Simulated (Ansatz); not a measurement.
[GeCl3]- (GeCl₃⁻), relaxed as a singlet with RKS PBE0-D4/def2-SVPD in Ansatz, starting from the GFN2-xTB geometry. Force threshold 0.02 eV/Å.

Start:

| atom | x (Å) | y (Å) | z (Å) |
| --- | --- | --- | --- |
| Ge1 | -0.371 | -0.683 | 0.376 |
| Cl2 | 1.618 | 0.161 | 1.206 |
| Cl3 | -1.494 | 1.337 | 0.272 |
| Cl4 | 0.248 | -0.815 | -1.854 |

(1) Estimate the energy that the relaxation releases and the steps that it takes.

(2) Does the start keep its bonding and symmetry?

(3) Predict the relaxed structure.

Answers

(1) 0.2 kJ/mol, in 3 steps; 9.6 s on 4 threads of Intel Xeon on a shared host. No frequencies were taken in this run, so the end may be a saddle point.

(2) By distances, no bond broke or formed. The bond that changes most is Ge1–Cl3, from 2.31 to 2.33 Å (atoms count from 1). Point group Cs at the start, C3v at the end, both within 0.05 Å.

(3) 
```csv
atom,x (Å),y (Å),z (Å)
Ge1,-0.372,-0.681,0.383
Cl2,1.637,0.151,1.209
Cl3,-1.514,1.342,0.264
Cl4,0.249,-0.812,-1.855
```
Bond lengths: 3 × Cl–Ge 2.33 Å.
